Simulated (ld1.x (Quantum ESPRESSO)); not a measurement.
dysprosium: variants of one TM potential

Base potential:

```
Element                 : dysprosium
Generator               : ld1.x (Quantum ESPRESSO) 7.5
Type                    : norm-conserving Troullier–Martins (Kleinman–Bylander form)
Functional              : PBE
Relativity              : scalar-relativistic
Frozen core             : [Xe] 4f9
Valence charge          : 3
Reference configuration : 5d1 6s0 6p0 (charge +2)
Partial waves           : 6s (bound, empty): rc 3.00 bohr; 6p (bound, empty): rc 3.65 bohr; 5d (bound): rc 3.35 bohr
Local potential         : all-electron potential smoothed inside 3.20 bohr (lloc = -1)
Core correction         : Bessel-smoothed model core inside 2.45 bohr
```

All-electron outer shells of the reference configuration (PBE, scalar-relativistic, ld1.x):

| shell | level (eV) | outermost node (bohr) | outermost maximum (bohr) |
| --- | --- | --- | --- |
| 4f | -23.24 | – | 0.53 |
| 6s | -15.44 | 1.53 | 2.96 |
| 5d | -15.18 | 0.76 | 1.84 |
| 6p | -10.93 | 1.81 | 3.66 |

Cutoffs, loose and tight: the cutoffs (Ry, on a coarse ladder) from which the occupation-weighted sum of valence levels, in a spherical-Bessel basis at the reference potential, stays within 10 and 1 mRy of its value at 400 Ry. They do not see the model core or the augmentation charge, which bear on the density cutoff. Test errors are all-electron minus pseudo excitation energies from the reference, over the configurations 5d1 6s2 6p0; 5d1 6s1 6p0; 5d1 6s1.5 6p0; 5d0 6s2 6p1; 5d2 6s0 6p0; 5d1 6s0 6p1; 5d0 6s2 6p0. A dash means not determined; rows that change the core or the reference have their own tests. The largest error is taken over the tests solved by every variant that gives reliable tests at all: 5d0 6s2 6p0; 5d0 6s2 6p1; 5d1 6s0 6p1; 5d2 6s0 6p0.

A true bound ghost makes a file unfit for plane-wave use even where its test errors are small: the radial tests pick states by their node count and pass the ghost by. Where a test does run into it, the solver fails or the error is huge.

| change | outcome | cutoff, loose | cutoff, tight | bound ghosts | largest test error (meV) |
| --- | --- | --- | --- | --- | --- |
| base | generated | 15 Ry | 18 Ry | s | -107 |
| all radii but the core radius scaled by about 0.77 (s 2.32, p 2.82, d 2.58 bohr); local potential all-electron potential smoothed inside 2.46 bohr (lloc = -1) | generated | 18 Ry | 21 Ry | s, p | -112 |
| all radii but the core radius scaled by about 0.83 (s 2.48, p 3.02, d 2.78 bohr); local potential all-electron potential smoothed inside 2.66 bohr (lloc = -1) | generated | 15 Ry | 21 Ry | s, p | -112 |
| all radii but the core radius scaled by about 0.93 (s 2.78, p 3.38, d 3.10 bohr); local potential all-electron potential smoothed inside 2.96 bohr (lloc = -1) | generated | 15 Ry | 18 Ry | s | -111 |
| all radii but the core radius scaled by about 1.13 (s 3.38, p 4.12, d 3.78 bohr); local potential all-electron potential smoothed inside 3.60 bohr (lloc = -1) | generated | 12 Ry | 15 Ry | none | -119 |
| all radii but the core radius scaled by about 1.21 (s 3.64, p 4.42, d 4.06 bohr); local potential all-electron potential smoothed inside 3.88 bohr (lloc = -1) | generated | 12 Ry | 15 Ry | none | -109 |
| all radii but the core radius scaled by about 1.30 (s 3.90, p 4.74, d 4.36 bohr); local potential all-electron potential smoothed inside 4.16 bohr (lloc = -1) | generated | 10 Ry | 12 Ry | none | -105 |
| all radii but the core radius scaled by about 1.40 (s 4.18, p 5.10, d 4.68 bohr); local potential all-electron potential smoothed inside 4.46 bohr (lloc = -1) | generated | 10 Ry | 12 Ry | none | -73 |

What comes out with this change to the base: all radii but the core radius scaled by about 1.06 (s 3.18, p 3.86, d 3.54 bohr); local potential all-electron potential smoothed inside 3.38 bohr (lloc = -1)?

outcome: generated; cutoff, loose: 12 Ry; cutoff, tight: 18 Ry; bound ghosts: none; largest test error (meV): -102.

Reading the sweep of the scale of all radii but the core radius (base = 1) (base included, trends over the rows without a ghost): The loose cutoff stays near 12 Ry. The median size of the test errors (rows with all tests solved) rises from 17.9 meV at 1.06 to 72.7 meV at 1.4. More of the atom is replaced by a form fitted at one configuration, so other configurations suffer as the radius grows. Bound ghosts are found at 0.77, 0.83, 0.93, 1.
